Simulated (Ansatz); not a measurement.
MnO₂⁺, relaxed as a quintet with UKS PBE0-D4/def2-TZVP in Ansatz, starting from the PBE0-D4/def2-TZVP geometry of the charge +1 singlet. Force threshold 0.02 eV/Å.

The structure holds one bond between oxygen atoms, so isomers without such links may lie far lower. The charge 1 quintet is spin-contaminated (final ⟨S²⟩ up to 6.96, 6.00 for a pure state). The structure comes from a short search, and lower isomers may exist.

Start:

```xyz
3

Mn   -0.957    0.333   -0.302
O     0.541    0.365    0.539
O     0.416   -0.697   -0.236
```

| step | energy (eV) | largest force component (eV/Å) | SCF passes |
| --- | --- | --- | --- |
| 1 | -35394.8383 | 2.471 | 61 |
| 2 | -35394.9435 | 1.458 | 58 |
| 3 | -35395.1232 | 2.294 | 161 |
| 4 | -35395.2573 | 1.201 | 51 |
| 5 | -35395.3178 | 0.152 | 51 |
| 6 | -35395.3180 | 0.248 | 55 |
| 7 | -35395.3189 | 0.001 | 54 |

Force components are those of the run's own axes.

End:

```xyz
3

Mn   -1.102    0.383   -0.348
O     0.613    0.337    0.560
O     0.489   -0.720   -0.211
```

By distances, no bond broke or formed. The bond that changes most is Mn1–O2, from 1.72 to 1.94 Å (atoms count from 1).

No frequencies were taken in this run, so the end may be a saddle point.

Run time 20 s (4 threads of Intel Xeon on a shared host).
